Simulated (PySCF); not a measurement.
**Steps of a relaxation of [Pb(CCH)3]−**

[Pb(CCH)3]− (singlet; a saddle point, relaxed within its symmetry). PySCF 2.14.0, RKS r2SCAN, Pb def2-SVP with ECP60, C def2-SVP, H def2-SVP; non-relativistic Hamiltonian with scalar-relativistic core potentials where named; density fitting; no spin-orbit coupling. Origin of the start: template. Columns: position (Å) and force (eV/Å). Energies are counted from the last step; some of the 20 steps are shown. Forces carry noise of the integration grid, about 0.01 to 0.03 eV/Å.

Run from Python with OMP_NUM_THREADS=2. Where DIIS fails, smearing, a level shift and second-order steps follow.
It took 2.3 min on 2 threads of Arm Neoverse V1, with other jobs on the host, from the converged density of the start.

```xyz
10
step 0  E = 0.640 eV
Pb   -0.2695    0.0000    0.0000    -0.41    0.00    0.00
C    -0.2695    0.0000    2.3715     0.59    0.00   -0.03
C    -0.2695    0.0000    3.5915    -0.13    0.00    1.95
H    -0.2695    0.0000    4.6615    -0.03    0.00    0.32
C    -0.2695    0.0000   -2.3715     0.59    0.00    0.03
C    -0.2695    0.0000   -3.5915    -0.13    0.00   -1.95
H    -0.2695    0.0000   -4.6615    -0.03    0.00   -0.32
C     2.1021    0.0000    0.0000    -1.56    0.00    0.00
C     3.3220    0.0000    0.0000     0.89    0.00    0.00
H     4.3921    0.0000    0.0000     0.22    0.00    0.00
```

```xyz
10
step 6  E = 0.013 eV
Pb   -0.3101    0.0000    0.0000    -0.04    0.00    0.00
C    -0.0908    0.0000    2.5936     0.02    0.00   -0.03
C    -0.2197    0.0000    3.8281    -0.02    0.00    0.02
H    -0.3013    0.0000    4.9030     0.00    0.00   -0.01
C    -0.0908    0.0000   -2.5936     0.02    0.00    0.03
C    -0.2197    0.0000   -3.8281    -0.02    0.00   -0.02
H    -0.3013    0.0000   -4.9030     0.00    0.00    0.01
C     1.9758    0.0000    0.0000     0.05    0.00    0.00
C     3.2063    0.0000    0.0000    -0.01    0.00    0.00
H     4.2817    0.0000    0.0000     0.00    0.00    0.00
```

```xyz
10
step 13  E = 0.002 eV
Pb   -0.1777    0.0000    0.0000     0.00    0.00    0.00
C    -0.0055    0.0000    2.5846    -0.01    0.00    0.10
C    -0.3214    0.0000    3.7867     0.01    0.00   -0.09
H    -0.5589    0.0000    4.8384     0.01    0.00   -0.01
C    -0.0055    0.0000   -2.5846    -0.01    0.00   -0.10
C    -0.3214    0.0000   -3.7867     0.01    0.00    0.09
H    -0.5589    0.0000   -4.8384     0.01    0.00    0.01
C     2.1143    0.0000    0.0000     0.00    0.00    0.00
C     3.3447    0.0000    0.0000     0.00    0.00    0.00
H     4.4203    0.0000    0.0000     0.00    0.00    0.00
```

Task: Where does the relaxation end?

Result: It converges at step 19 in C2v:
```xyz
10
step 19  E = 0
Pb   -0.1474    0.0000    0.0000
C     0.0147    0.0000    2.5821
C    -0.3461    0.0000    3.7705
H    -0.6149    0.0000    4.8143
C     0.0147    0.0000   -2.5821
C    -0.3461    0.0000   -3.7705
H    -0.6149    0.0000   -4.8143
C     2.1446    0.0000    0.0000
C     3.3750    0.0000    0.0000
H     4.4505    0.0000    0.0000
```

Task: How did the contacts change?

Result: 
| contact | start (Å) | end (Å) |
| --- | --- | --- |
| Pb1–C2 (CCH) | 2.372 | 2.587 |
| Pb1–C5 (CCH) | 2.372 | 2.587 |
| Pb1–C8 (CCH) | 2.372 | 2.292 |
